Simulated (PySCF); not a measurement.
Compound: C3H4FNOSi.
SMILES with atom numbers: `[N:1]#[C:2][SiH2:3][O:4]/[CH:5]=[CH:6]\[F:7]` (hydrogens: H8, H9 on Si3; H10 on C5; H11 on C6)

Method used: PySCF, PBE0-D3(BJ)/def2-SVP geometry optimisation, gas phase.

Problem. List the bond lengths, angles and torsions at this level.

Solution. 
```json
{"bond": "N1≡C2", "length (pm)": "115.9", "order": "triple"}
{"bond": "C2–Si3", "length (pm)": "186.0", "order": "single"}
{"bond": "Si3–O4", "length (pm)": "166.9", "order": "single"}
{"bond": "O4–C5", "length (pm)": "134.8", "order": "single"}
{"bond": "C5=C6", "length (pm)": "133.2", "order": "double"}
{"bond": "C6–F7", "length (pm)": "134.0", "order": "single"}
{"bond": "Si3–H8, Si3–H9", "length (pm)": "148.1", "order": "single"}
{"bond": "C5–H10", "length (pm)": "109.2", "order": "single"}
{"bond": "C6–H11", "length (pm)": "109.0", "order": "single"}
```

Bonds in one row agree within 1 pm and their mean is given. Orders are formal, as drawn. A selection of angles:
```json
{"angle": "N1–C2–Si3", "degrees": "179.0"}
{"angle": "C2–Si3–O4", "degrees": "109.2"}
{"angle": "C2–Si3–H8", "degrees": "107.5"}
{"angle": "C2–Si3–H9", "degrees": "108.8"}
{"angle": "O4–Si3–H8", "degrees": "105.1"}
{"angle": "O4–Si3–H9", "degrees": "113.7"}
{"angle": "H8–Si3–H9", "degrees": "112.4"}
{"angle": "Si3–O4–C5", "degrees": "131.5"}
{"angle": "O4–C5–C6", "degrees": "125.8"}
{"angle": "O4–C5–H10", "degrees": "114.2"}
{"angle": "C6–C5–H10", "degrees": "120.0"}
{"angle": "C5–C6–F7", "degrees": "121.0"}
{"angle": "C5–C6–H11", "degrees": "124.4"}
{"angle": "F7–C6–H11", "degrees": "114.7"}
```

Torsions: C2–Si3–O4–C5 59° (synclinal); Si3–O4–C5–C6 7° (synperiplanar); O4–C5–C6–F7 0° (synperiplanar). The mirror-image conformer, all signs reversed, is as good.

Of the pairs four or more bonds apart, Si3···F7 is among the closest relative to their van der Waals radii: 2.91 Å, 82 % of the sum of Bondi's values. O4 (silyl ether oxygen) is bent (angle 131.5°). Si3 (oxygen-bound silicon) is distorted tetrahedral (angles from 105.1° to 113.7°).

Point group: C1 (no symmetry element, even within 0.4 Å). Not checked by PBE0-D3(BJ)/def2-SVP frequencies. One conformer, not necessarily the lowest.

On an Intel Xeon 6975P-C with one thread, shared host with 192 logical CPUs at a one-minute load of 98, this took 32 s of wall time and 0.52 GiB of memory at its peak. These figures are those of the optimisation.
